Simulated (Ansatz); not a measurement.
Consider the substitution at a C–Ge bond: `C=C=[CH][GeH3]` + H₂S → `C=C=CS` + GeH₄.

Program: Ansatz. Geometries: PBE0-D4/def2-TZVP. ΔE: electronic, gas phase. CCSD(T)/CBS adds triple-zeta CCSD(T) − MP2 to the extrapolated MP2 energy (def2 sets, frozen cores). This one scheme is used for every species. DFT in def2-TZVPP. B3LYP here is the variant with VWN-RPA as its local correlation; programs differ in this. For Ge outer-core shells are correlated without core-valence functions, which leaves a few kJ/mol of doubt a bond. Scalar relativity is left out up to krypton. Each species was taken in one conformer, which may not be the lowest.

```tsv
level	ΔE (kJ/mol)
r2SCAN-D4	40.2
B3LYP-D4	40.3
ωB97X-V	43.6
B2PLYP	43.5
PBE	34.5
r2SCAN	39.9
HF/def2-TZVPP	50.1
CCSD/def2-TZVPP	50.7
```

**Question.** What does CCSD(T)/CBS give? (An estimate is asked.)

**Answer.** The calculation gave: +47.8 kJ/mol. The listed levels differ from it by -7.6, -7.5, -4.2, -4.3, -13.3, -7.9, 2.3, 2.9 kJ/mol.

Largest T1 diagnostic among the species: 0.013.

From PBE to PBE0 (25 % exact exchange), in def2-TZVPP and without D4, ΔE moves by +4.9 kJ/mol.
